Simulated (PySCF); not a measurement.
A structure optimised at PBE-D3(BJ)/def2-SVP, used in a PySCF frequency run:

```xyz
6

O     -0.3203    -1.4004     0.0000
S      0.4447    -0.1198     0.0000
O     -0.1533     0.7695     1.2949
O     -0.1533     0.7695    -1.2949
H     -1.0496     0.4038     1.4832
H     -1.0496     0.4038    -1.4832
```
Charge 0, spin multiplicity 1.

### Question
Write its SMILES, formula and point group.

### Answer
O=S(O)O, H2O3S, Cs

### Question
What are its rotational constants (standard atomic weights)?

### Answer
8.1511, 7.3280, 4.6278 GHz
